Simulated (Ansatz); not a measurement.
System: C3H3N2 (charge 0, doublet). It need not be the lowest isomer of its formula. SMILES: [c]1ccn[nH]1
Geometry from a B3LYP-D3(BJ)/def2-TZVP (Ansatz, a program for electronic structure) optimisation:
```
C
N 1 1.3299
N 2 1.3602 1 104.50
H 3 1.0039 2 119.93 1 -180.00
C 3 1.3362 4 129.32 2 -180.00
C 5 1.3707 3 109.88 4 180.00
H 6 1.0742 5 128.56 3 180.00
H 1 1.0785 2 119.27 3 180.00
```
Charge 0, spin multiplicity 2.

Wanted: atomisation energy (electronic, to ground-state atoms), in kJ/mol. Valence correlation only, unless marked. Open shells are spin-unrestricted. No spin-orbit coupling. Non-relativistic. The coupled-cluster limit lacks core correlation, which all-electron functionals hold. CBS marks a two-point X^-3 extrapolation of the correlation energy; Hartree-Fock from the larger set (for Q and 5 zeta extrapolated as (X+1)exp(-9√X)).

The UHF reference is spin-contaminated (<S^2> 0.24 over the pure value in the largest basis). 

| level | program | atomisation energy (kJ/mol) |
|---|---|---|
| revPBE-D3(BJ)/def2-TZVPD | Ansatz + dftd3 | 3491.5 |
| PBE0-D3(BJ)/def2-TZVP | Ansatz + dftd3 | 3487.4 |
| r2SCANh/def2-TZVPD | Ansatz | … |
| B2GP-PLYP-D4/def2-TZVPD | Ansatz + dftd4 | 3369.4 |
| CCSD/6-31G | Ansatz | 2722.6 |
| CCSD/cc-pVDZ | Ansatz | … |
| CCSD/cc-pV5Z | Ansatz | … |
| CCSD(T)/CBS(cc-pVQZ,cc-pV5Z) | Ansatz | … |

Problem. Some entries are withheld; supply them.

Solution. 
- r2SCANh/def2-TZVPD, atomisation energy (kJ/mol): 3398.8
- CCSD/cc-pVDZ, atomisation energy (kJ/mol): 2987.3
- CCSD/cc-pV5Z, atomisation energy (kJ/mol): 3261.8
- CCSD(T)/CBS(cc-pVQZ,cc-pV5Z), atomisation energy (kJ/mol): 3384.8
